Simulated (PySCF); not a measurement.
C5H5Cl, SMILES C=CC=C=CCl.

Coordinates come from a PBE0-D3(BJ)/def2-SVP optimisation. The structure was generated by enumeration, and PubChem lists no compound with its InChIKey, so it may never have been made. Other conformers were not sampled.

Vertical ionisation energy (IE) and electron affinity (EA) in eV. Rows of orbital energies are one-electron estimates. Where ΔSCF, EOM or ADC give a negative EA the extra electron is unbound and the value depends on the basis.

| level | IE | EA |
|---|---|---|
| −ε(HOMO), −ε(LUMO), CAM-B3LYP/def2-TZVP (PySCF) | 8.33 | 0.33 |
| −ε(HOMO), −ε(LUMO), PBE/def2-TZVP (PySCF) | ___ | ___ |

**Question.** Some entries are withheld; supply them. (An estimate is asked for; the answer gives what the named calculation found.)

**Answer.** 
- −ε(HOMO), −ε(LUMO), PBE/def2-TZVP (PySCF), IE: 6.13
- −ε(HOMO), −ε(LUMO), PBE/def2-TZVP (PySCF), EA: 2.35
